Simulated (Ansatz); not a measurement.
Diatomic MnS, multiplicity 6 (the spin of the measured ground state). No spin–orbit coupling. Mn is treated without relativity. The T1 diagnostic near the minimum is 0.058, so single-reference values are doubtful.

D_e counts from the fitted minimum to each atom's lowest state at the same level, without counterpoise.

Run with Ansatz (a program for electronic structure) with Gaussian orbitals. Values without a source in brackets are computed.

```json
[
 {"level": "SVWN5/def2-TZVPP", "bond energy D_e (kcal/mol)": "112.95"},
 {"level": "PBE/def2-TZVPP", "bond energy D_e (kcal/mol)": "96.50"},
 {"level": "r2SCAN/def2-TZVPP", "bond energy D_e (kcal/mol)": "89.30"},
 {"level": "B97M-V/def2-TZVPP", "bond energy D_e (kcal/mol)": "82.40"},
 {"level": "B3LYP/def2-TZVPP", "bond energy D_e (kcal/mol)": "71.74"},
 {"level": "PBE0/def2-TZVPP", "bond energy D_e (kcal/mol)": "76.04"},
 {"level": "CAM-B3LYP/def2-TZVPP", "bond energy D_e (kcal/mol)": "[?]"},
 {"level": "wB97X-V/def2-TZVPP", "bond energy D_e (kcal/mol)": "71.33"},
 {"level": "wB97M-V/def2-TZVPP", "bond energy D_e (kcal/mol)": "[?]"}
]
```

Task: Complete the blanks.

Result: 
- CAM-B3LYP/def2-TZVPP, bond energy D_e (kcal/mol): 67.21
- wB97M-V/def2-TZVPP, bond energy D_e (kcal/mol): 65.12

Doubts at one or more of the structures used: a spin-contaminated determinant (r2SCAN/def2-TZVPP, B97M-V/def2-TZVPP, PBE0/def2-TZVPP, CAM-B3LYP/def2-TZVPP).
